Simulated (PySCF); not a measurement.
C4H6. Atoms are numbered in the order given.

```xyz
10

C      0.0000     0.6719    -0.8142
C      0.0000    -0.6719    -0.8142
C      0.0000    -0.7848     0.6995
C      0.0000     0.7848     0.6995
H      0.0000     1.4247    -1.6076
H      0.0000    -1.4247    -1.6076
H      0.8948    -1.2492     1.1479
H     -0.8948    -1.2492     1.1479
H     -0.8948     1.2492     1.1479
H      0.8948     1.2492     1.1479
```
Charge 0, spin multiplicity 1.

Geometry: B3LYP-D3(BJ)/def2-SVP.

The numbers are results of PySCF with PBE/def2-TZVP, not measurements.

Symmetry labels are those of the subgroup C2v that the program uses (full group C2v).

Computed valence orbital energies around the gap with their symmetry:
| orbital | symmetry | energy (eV) |
|---|---|---|
| HOMO−7 | B2 | -12.47 |
| HOMO−6 | A1 | -12.18 |
| HOMO−5 | B1 | -11.14 |
| HOMO−4 | A1 | -9.20 |
| HOMO−3 | A2 | -8.61 |
| HOMO−2 | A1 | -7.86 |
| HOMO−1 | B2 | -7.57 |
| HOMO | B1 | -6.03 |
| LUMO | A2 | -0.62 |
| LUMO+1 | A1 | 0.86 |
| LUMO+2 | B2 | 1.44 |
| LUMO+3 | A1 | 1.62 |
